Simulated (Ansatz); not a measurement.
Coupled-cluster diagnostics for the cluster W₂O₆ (the lowest singlet isomer of a short search), Ansatz.

Geometry of the singlet (PBE-D4/def2-SVP):

Cartesian coordinates in Å:
```
W -1.0373 -0.5333 0.8692
W 1.0372 0.5333 -0.8692
O -0.7753 -1.6452 2.1614
O 0.7753 1.6454 -2.1613
O 0.1741 0.9840 0.8115
O 2.7154 0.1494 -0.7639
O -2.7155 -0.1496 0.7637
O -0.1741 -0.9840 -0.8115
```

In the def2 sets W takes a core potential; there is no spin–orbit coupling. Correlated methods freeze 6 core orbitals; core or outer-core shells of W are correlated, in sets that lack core-valence functions. The structure comes from a short search, and lower isomers may exist.

**Question.** Estimate the CCSD(T) correlation energy, the shares of MP2 and (T), T1 and the reference's ⟨S²⟩ for: charge 0, singlet, own geometry in def2-SVP; and the rough time on 4 threads of Intel Xeon 6975P-C on a shared host.

**Answer.** 
```tsv
state	basis	correlation (eV)	MP2 share (%)	(T) share (%)	T1	⟨S²⟩ (pure)	wall time
charge 0, singlet, own geometry	def2-SVP	-51.260	102.9	5.5	0.027	0.00 (0.00)	29 s
```
Customary marks for T1 are 0.02 (closed shells), 0.045 (open shells) and about 0.05 (3d metals). T1 exceeds 0.02 in 1 of 1 rows and 0.045 in 0; the higher it lies, the less the single-reference result can be trusted.
